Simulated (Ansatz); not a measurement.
# Worked example: C2H3F3 + CH2Br → C2H2F3 + CH3Br

Species: C2H3F3 (1,1,1-trifluoroethane) `CC(F)(F)F`, singlet; CH2Br `[CH2]Br`, doublet; C2H2F3 `[CH2]C(F)(F)F`, doublet; CH3Br (bromomethane) `CBr`, singlet. A radical takes H: the energy is the difference in strength between two C–H bonds in different surroundings.

Shapes, held fixed at every level: PBE0-D4/def2-TZVP. Programs: Ansatz 0.2.0. The zero-point and thermal change to 298 K, harmonic and unscaled (PBE0-D4/def2-TZVP), is +0.1 kJ/mol.

At CCSD(T)/def2-TZVPP; 1 Eh = 2625.50 kJ/mol:

| species | energy (Eh) |
| --- | --- |
| C2H3F3 | -377.118282 |
| CH2Br | -2611.872211 |
| C2H2F3 | -376.439187 |
| CH3Br | -2612.542543 |

Task: Work out ΔH(298 K) of the reaction at this level.

Result: 
1. Products less reactants: (-376.439187) + (-2612.542543) − [(-377.118282) + (-2611.872211)] = 0.008763 Eh = +23.0 kJ/mol.
2. With the thermal change: +23.0 + (+0.1) = +23.1 kJ/mol.

Other levels give +14.9 (HF/def2-SVP) to +25.6 kJ/mol (CCSD(T)/def2-SVP). No measured value is set beside it here. Open shells run unrestricted. Relativity is left out for Br. Outer-core shells of Br are correlated in most correlated rows, in sets that cover them unevenly.
